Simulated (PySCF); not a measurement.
C3H9ClGe (SMILES [CH3][Ge]([CH3])([CH3])[Cl]), singlet, geometry from GFN2-xTB. Base run: HF/6-31G (PySCF).

Geometry (Å):
```xyz
14

C     -0.7723     1.5782    -1.1185
Ge    -0.0476    -0.0623    -0.2498
C      1.6934    -0.6241    -1.0398
C     -1.3754    -1.5480    -0.2245
Cl     0.3405     0.4450     1.7857
H     -0.9936     1.3904    -2.1644
H     -1.6855     1.8967    -0.6241
H     -0.0516     2.3886    -1.0582
H      2.0943    -1.4793    -0.5035
H      1.5688    -0.8982    -2.0826
H      2.4154     0.1851    -0.9795
H     -1.6204    -1.8583    -1.2353
H     -2.2889    -1.2311     0.2704
H     -0.9762    -2.4036     0.3123
```
All else is at PySCF's defaults.

The base run was repeated with changes; each row names its change, and settings that it needs were set with it.

```csv
change,basis functions,E (Eh),HOMO (eV),HOMO-LUMO gap (eV),dipole (D)
base,85,-2653.36106,-11.14,15.58,3.67
basis = jorge-DZP-DKH; relativity = spin-free X2C,157,-2676.86373,-11.11,15.07,2.91
basis = jorge-DZP-DKH; relativity = none,157,-2648.46615,-11.17,15.13,2.86
basis = ANO-RCC-VDZP; relativity = spin-free X2C; nucleus = Gaussian (with nucmod='G'),132,-2677.00244,-11.09,13.05,2.97
basis = ANO-RCC-VDZP; relativity = spin-free X2C,132,-2677.01629,-11.09,13.05,2.97
basis = x2c-SVPall; relativity = spin-free X2C; nucleus = Gaussian (with nucmod='G'),137,-2676.34469,-11.01,15.14,2.55
basis = ANO-RCC-VDZP; relativity = none,132,-2640.16929,-11.17,13.12,2.90
basis = x2c-SVPall; relativity = spin-free X2C,137,-2676.35545,-11.01,15.14,2.55
basis = x2c-SVPall; relativity = none,137,-2644.53895,-11.10,15.22,2.47
basis = jorge-DZP-DKH; relativity = spin-free X2C; nucleus = Gaussian (with nucmod='G'),157,-2676.85137,-11.11,15.07,2.91
```

Totals shift with the method and basis; they matter in differences.

Basis sets contracted for a relativistic Hamiltonian are a mismatch without it, so the rows without relativity aren't non-relativistic limits. No row has spin-orbit coupling; sets with core potentials leave out the core electrons.
